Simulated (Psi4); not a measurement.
As (SMILES [As+]), charge +1, triplet; Psi4 with B3LYP/cc-pVTZ.

Input for Psi4:
```
memory 2 GB

molecule mol {
1 3
  As    0.000000    0.000000    0.000000
}

set basis cc-pvtz
set reference uks
set scf_initial_accelerator ediis

energy('b3lyp')
print_variables()
```

The log (banner, timings and long lists left out):

```
   => Loading Basis Set <=

    Name: CC-PVTZ
    Role: ORBITAL
    Keyword: BASIS

         ---------------------------------------------------------
                                   SCF
               by Justin Turney, Rob Parrish, Andy Simmonett
                          and Daniel G. A. Smith
                              UKS Reference
         ---------------------------------------------------------

  ==> Geometry <==

    Molecular point group: d2h
    Geometry (in Angstrom), charge = 1, multiplicity = 3:

       Center              X                  Y                   Z               Mass
    ------------   -----------------  -----------------  -----------------  -----------------
         AS           0.000000000000     0.000000000000     0.000000000000    74.921594570000

  Running in d2h symmetry.

  Rotational constants: A = ************  B = ************  C = ************ [cm^-1]
  Rotational constants: A = ************  B = ************  C = ************ [MHz]
  Nuclear repulsion =    0.000000000000000

  Charge       = 1
  Multiplicity = 3
  Electrons    = 32
  Nalpha       = 17
  Nbeta        = 15

  ==> Algorithm <==

  SCF Algorithm Type is DF.
  DIIS enabled.
  MOM disabled.
  Fractional occupation disabled.
  Guess Type is CORE.
  Energy threshold   = 1.00e-06
  Density threshold  = 1.00e-06
  Integral threshold = 1.00e-12

  ==> Primary Basis <==

  Basis Set: CC-PVTZ
    Blend: CC-PVTZ
    Number of shells: 15
    Number of basis functions: 43
    Number of Cartesian functions: 49
    Spherical Harmonics?: true
    Max angular momentum: 3

  ==> DFT Potential <==

   => LibXC <=

    Version 7.1.2
    S. Lehtola, C. Steigemann, M. J. T. Oliveira, and M. A. L. Marques,  SoftwareX 7, 1–5 (2018) (10.1016/j.softx.2017.11.002)

   => Composite Functional: B3LYP <=

    B3LYP Hyb-GGA Exchange-Correlation Functional

    P. J. Stephens, F. J. Devlin, C. F. Chabalowski, and M. J. Frisch,  J. Phys. Chem. 98, 11623 (1994) (10.1021/j100096a001)

    Deriv               =              1
    GGA                 =           TRUE
    Meta                =          FALSE

    Exchange Hybrid     =           TRUE
    MP2 Hybrid          =          FALSE

   => Exchange Functionals <=

    0.0800   Slater exchange
    0.7200         Becke 88

   => Exact (HF) Exchange <=

    0.2000               HF

   => Correlation Functionals <=

    0.1900   Vosko, Wilk & Nusair (VWN5_RPA)
    0.8100   Lee, Yang & Parr

   => LibXC Density Thresholds  <==

    XC_HYB_GGA_XC_B3LYP:  1.00E-15

   => Molecular Quadrature <=

    Radial Scheme          =       TREUTLER
    Pruning Scheme         =           NONE
    Nuclear Scheme         =       TREUTLER

    Blocking Scheme        =         OCTREE
    BS radius alpha        =              1
    Pruning alpha          =              1
    Radial Points          =             75
    Spherical Points       =            302
    Total Points           =          20688
    Total Blocks           =            222
    Max Points             =            256
    Max Functions          =             43
    Weights Tolerance      =       1.00E-15

   => Loading Basis Set <=

    Name: (CC-PVTZ AUX)
    Role: JKFIT
    Keyword: DF_BASIS_SCF

  ==> Integral Setup <==

  SCF_SUBTYPE=INCORE selected. In-core MEM_DF algorithm will be used.
  Using in-core AOs.

  ==> MemDFJK: Density-Fitted J/K Matrices <==

    J tasked:                   Yes
    K tasked:                   Yes
    wK tasked:                   No
    Algorithm:                 Core
    Schwarz Cutoff:           1E-12
    Mask sparsity (%):       0.0000
    Fitting Condition:        1E-10

   => Auxiliary Basis Set <=

  Basis Set: (CC-PVTZ AUX)
    Blend: CC-PVTZ-JKFIT
    Number of shells: 51
    Number of basis functions: 207
    Number of Cartesian functions: 269
    Spherical Harmonics?: true
    Max angular momentum: 4

  Minimum eigenvalue in the overlap matrix is 1.3404177184E-02.
[...]
    NA   [     6,    1,    0,    1,    0,    3,    3,    3 ]
    NB   [     5,    1,    0,    0,    0,    3,    3,    3 ]

   @DF-UKS iter   1: -2224.57254383554482   -2.22457e+03   2.81319e-01 EDIIS
    Occupation by irrep:
             Ag   B1g   B2g   B3g    Au   B1u   B2u   B3u
    DOCC [     6,    1,    1,    1,    0,    2,    2,    2 ]
    SOCC [     0,    0,    0,    0,    0,    1,    0,    1 ]
    NA   [     6,    1,    1,    1,    0,    3,    2,    3 ]
    NB   [     6,    1,    1,    1,    0,    2,    2,    2 ]

   @DF-UKS iter   2: -2195.64743993362799    2.89251e+01   7.64254e-01 EDIIS
   @DF-UKS iter   3: -2235.37553328197964   -3.97281e+01   5.62447e-02 EDIIS/DIIS
   @DF-UKS iter   4: -2235.51461253425350   -1.39079e-01   1.66474e-02 EDIIS/DIIS
   @DF-UKS iter   5: -2235.52893456791890   -1.43220e-02   1.85251e-03 EDIIS/DIIS
   @DF-UKS iter   6: -2235.52912951442613   -1.94947e-04   7.69551e-05 DIIS
   @DF-UKS iter   7: -2235.52913007599227   -5.61566e-07   3.00635e-06 DIIS
   @DF-UKS iter   8: -2235.52913007760662   -1.61435e-09   2.51984e-07 DIIS
  Energy and wave function converged.

  ==> Post-Iterations <==

   Electrons on quadrature grid:
      Nalpha   =   17.0000000134 ; deviation = 1.342e-08
      Nbeta    =   15.0000000134 ; deviation = 1.341e-08
      Ntotal   =   32.0000000268 ; deviation = 2.683e-08

   @Spin Contamination Metric:   2.071928581E-03
   @S^2 Expected:                2.000000000E+00
   @S^2 Observed:                2.002071929E+00
   @S   Expected:                1.000000000E+00
   @S   Observed:                1.000000000E+00

    Orbital Energies [Eh]
    ---------------------

    Alpha Occupied:

[...]
    Alpha Virtual:

[...]
    Beta Occupied:

[...]
    Beta Virtual:

[...]
      12Ag     1.541735

    Final Occupation by Irrep:
             Ag   B1g   B2g   B3g    Au   B1u   B2u   B3u
    DOCC [     6,    1,    1,    1,    0,    2,    2,    2 ]
    SOCC [     0,    0,    0,    0,    0,    1,    0,    1 ]
    NA   [     6,    1,    1,    1,    0,    3,    2,    3 ]
    NB   [     6,    1,    1,    1,    0,    2,    2,    2 ]

  @DF-UKS Final Energy: -2235.52913007760662

   => Energetics <=

    Nuclear Repulsion Energy =              0.0000000000000000
    One-Electron Energy =               -3101.7439274704802301
    Two-Electron Energy =                 932.7747606052669198
    DFT Exchange-Correlation Energy =     -66.5599632123934128
    Empirical Dispersion Energy =           0.0000000000000000
    VV10 Nonlocal Energy =                  0.0000000000000000
    Total Energy =                      -2235.5291300776066237

  UHF NO Occupations:
  HONO-2 :    6 Ag 1.9990412
  HONO-1 :    3B3u 1.0000000
  HONO-0 :    3B1u 1.0000000
  LUNO+0 :    7 Ag 0.0009588
  LUNO+1 :    2B2g 0.0000279
  LUNO+2 :    8 Ag 0.0000279
  LUNO+3 :    2B3g 0.0000102

Computation Completed

Properties will be evaluated at   0.000000,   0.000000,   0.000000 [a0]

Properties computed using the SCF density matrix

 Multipole Moments:

 ------------------------------------------------------------------------------------
     Multipole            Electronic (a.u.)      Nuclear  (a.u.)        Total (a.u.)
 ------------------------------------------------------------------------------------

 L = 1.  Multiply by 2.5417464519 to convert [e a0] to [Debye]
 Dipole X            :          0.0000000            0.0000000            0.0000000
 Dipole Y            :          0.0000000            0.0000000            0.0000000
 Dipole Z            :          0.0000000            0.0000000            0.0000000
 Magnitude           :                                                    0.0000000

 ------------------------------------------------------------------------------------

  Variable Map:
  ----------------------------------------------------------------------------
[...]
  Array Variable Map:
  ----------------------------------------------------------------------------
[...]
[...]
```
